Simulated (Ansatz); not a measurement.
System: N-dibromoboranyl-N-methylmethanamine, C$_{2}$H$_{6}$BBr$_{2}$N (charge 0, singlet). 
Structure (B3LYP-D3(BJ)/def2-TZVP (Ansatz, an electronic-structure program) minimum search):
SMILES: BrB(N(C)C)Br
```xyz
12

C     -2.1572     1.4595    -0.7408
N     -1.5746     0.2879    -0.0941
C     -2.6033    -0.5891     0.4562
B     -0.2141     0.0391    -0.0128
Br     0.4989    -1.5451     0.8650
Br     1.1079     1.2513    -0.7689
H     -2.7498     2.0273    -0.0184
H     -2.8192     1.1460    -1.5526
H     -1.3834     2.1021    -1.1450
H     -2.1580    -1.4547     0.9332
H     -3.2011    -0.0453     1.1926
H     -3.2705    -0.9266    -0.3416
```

Parts of the frozen-core correlation energy in 6-31G* (Ansatz, hartree). Frozen orbitals: 32; correlated occupied orbitals by spin: 18 and 18; virtual: 92 and 92. Spin-orbit coupling is left out. Non-relativistic.

```
term                             value
-------------------------  -----------
reference (HF)             -5302.68462
MP2 opposite-spin             -0.54753
MP2 same-spin                 -0.19133
CCSD correlation              -0.79216
(T)                           -0.02483
T1 diagnostic                    0.012
largest doubles amplitude        0.040
```
